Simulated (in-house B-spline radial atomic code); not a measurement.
## Ionising Ag IV (Ag3+) with different functionals

Computed with a radial B-spline atomic code at the basis-set limit: scalar-relativistic (spin-free X2C) Hamiltonian, Fermi nucleus of rms radius 4.5454 fm, spin-polarised at highest spin, spherical fractional occupations for the functionals, and exact exchange of hybrids averaged over the configuration. The ionisation energy is the difference of two self-consistent energies, [Kr] 4d8 → [Kr] 4d7, without Breit or QED terms; ε is the level of the shell that loses the electron (its least bound occupied spin orbital). There is no spin-orbit coupling in this Hamiltonian.

```tsv
method	rung	ΔSCF (eV)	-ε(4d) (eV)
PBE0	global hybrid	50.41	45.02
B3LYP	global hybrid	50.53	44.68
TPSSh	global hybrid	50.36	43.60
M06-2X	global hybrid	50.47	47.65
BHandHLYP	global hybrid	50.15	47.06
r2SCAN0	global hybrid	50.32	45.01
B97-1	global hybrid	50.49	44.69
HSE06	range-separated hybrid	50.39	44.59
wB97X	range-separated hybrid	50.34	47.58
CAM-B3LYP	range-separated hybrid	50.48	46.59
LC-wPBE	range-separated hybrid	50.45	47.91
```

Question: Among the functionals, which spreads more, the ΔSCF values or the orbital energies?

Answer: The orbital energies: ΔSCF values span about 0.38 eV and the orbital energies 4.31 eV; here energy differences depend much less on the functional than eigenvalues do.

Question: How do they compare with the NIST value?

Answer: NIST lists 49 eV ± 1.7 (tabulated theory, ground level to ground level). Errors run from +1.15 to +1.53 eV; all lie within about twice that uncertainty, so the table can't rank the methods.
